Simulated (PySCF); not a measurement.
# Relaxation of singlet SeSF₂

Method: PBE0/[Se def2-TZVP, S def2-TZVP, F def2-TZVP], no relativity, density fitting, PySCF. A (50,194) grid was used.

A start displaced from a saddle point along its imaginary mode, of Cs symmetry, held to at least that symmetry:

```xyz
4
charge 0 multiplicity 1, angstrom
Se    0.1935    0.3352   -0.0615
S    -0.8072   -1.3982    0.0112
F     1.8613   -0.4459    0.1200
F    -1.3169    1.3889    0.1200
```

(1) What forces act on the atoms at the start (eV/Å)?

(2) What does it relax to?

(3) How much energy is released, and in how many steps?

## Answers

(1) 
```json
{"atom": "Se1", "Fx": "-0.08", "Fy": "-0.15", "Fz": "-0.35"}
{"atom": "S2", "Fx": "0.03", "Fy": "0.05", "Fz": "0.01"}
{"atom": "F3", "Fx": "-0.20", "Fy": "0.18", "Fz": "0.15"}
{"atom": "F4", "Fx": "0.25", "Fy": "-0.09", "Fz": "0.18"}
```

(2) It ends at Cs with Se–F 1.750 Å (×2), Se–S 1.992 Å; F–Se–F 90.7°, F–Se–S 106.2° (×2). A frequency run shows a minimum.

(3) 112.1 kJ/mol in 11 steps.
